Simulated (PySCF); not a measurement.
Task: Give a PBE0-D3(BJ)/def2-SVP geometry of `[O]=[Mo-2]([F])([F])([F])([F])[F]` ([MoOF5]2-) [radical]. (Charge -2 and doublet state.)

Result: 
```xyz
7
F5MoO angstrom
Mo    -0.0005   -0.0001    0.1424
O     -0.0145   -0.0061    1.8427
F      0.0109    0.0025   -1.8541
F      1.9588    0.0056   -0.0208
F     -1.9581   -0.0023   -0.0452
F     -0.0041    1.9587   -0.0261
F      0.0075   -1.9583   -0.0389
```

Any rigid rotation of these coordinates is as good. Atoms count from 1 in this order. The 5 F–Mo bonds span 1.966 Å (Mo1–F6) to 1.997 Å (Mo1–F3), a spread of 0.031 Å. Mo1 (molybdenum bonded to 5 F and O) is distorted octahedral (the three widest angles are 179.8°, 169.8° and 169.8°, the others run from 84.8° to 95.2°).

Bonds between heavy atoms (Å): Mo1–O2 1.700, Mo1–F3 1.997, Mo1–F4 1.966, Mo1–F5 1.967, Mo1–F6 1.966, Mo1–F7 1.967.

Method used: PySCF, PBE0-D3(BJ)/def2-SVP geometry optimisation, gas phase, def2 core potentials past Kr.

Point group: C4v (every atom within 0.08 Å of its image). Stationary, but not proved a minimum. ⟨S²⟩ = 0.757 (exact for a doublet: 0.75). Whether so highly charged an anion holds all its electrons in the gas phase wasn't checked; a finite basis holds them in any case. No counter-ion or solvent screens the charge of this multiply charged ion. The geometry's basis has no diffuse functions, a weakness for an anion.

For an open-shell metal species like this, the optimisation's SCF solution wasn't tested for stability and no frequencies at its level were run, so a lower state or another shape may exist.
